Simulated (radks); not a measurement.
Problem. Coherent X-ray form factor from a spherical all-electron density. Calculated with a radial shooting solver on a logarithmic mesh with Libxc functionals: non-relativistic Kohn-Sham, BLYP, spin-polarised, spherical densities, point nucleus.

sin(theta)/lambda (1/angstrom)  f0 (electrons)
0.05                                     8.964
0.1                                      8.859
0.15                                     8.687
0.2                                      8.455
0.25                                     8.169
0.3                                      7.840
0.4                                      7.088
0.5                                      6.275
0.6                                      5.467
0.8                                      4.046
1                                        3.002
1.25                                     2.188
1.5                                      1.741
2                                        1.337

The species is in the configuration that NIST lists as its ground one. Which atom or ion scatters so?

Solution. The phosphorus ion P6+, [He] 2s2 2p5. Extrapolating in s^2 from the first two rows gives f0(0) = 9.0, near the electron count 9; among species with that count, the fall with angle is slower the higher Z, and the table is that of Z = 15; from so few rows the species is fixed only to a neighbour or two.
